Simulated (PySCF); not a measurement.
Rb(Cl) anion (ClRb), SMILES [Rb][Cl] (connectivity only; charge and spin as stated), charge -1, multiplicity 2.

Geometry optimised at PBE0-D3(BJ)/def2-TZVPD. The multiplicity is an assumed one; other spin states were not compared. The def2 effective core potentials stand for the cores of Rb; spin–orbit coupling is left out.

Calculation: M06-2X/def2-TZVPD in PySCF.

Isolated molecule, no solvent. A positive occupied level means that this level leaves the electron formally unbound; only the finite basis holds it.

```
Item                                                                  Value
------------------------------------------------  -------------------------
total energy                                             -484.33290 hartree
point group                                                             C∞v
α spin, highest occupied and lowest empty level            0.14 and 2.49 eV
β spin, highest occupied and lowest empty level           -3.97 and 2.50 eV
dipole moment about the centre of nuclear charge                     0.74 D
mean static polarisability                           610.4 bohr³ (90.45 Å³)
polarisability, principal values                  507.0, 662.0, 662.0 bohr³
⟨S²⟩                                                0.751 (pure state 0.75)
```
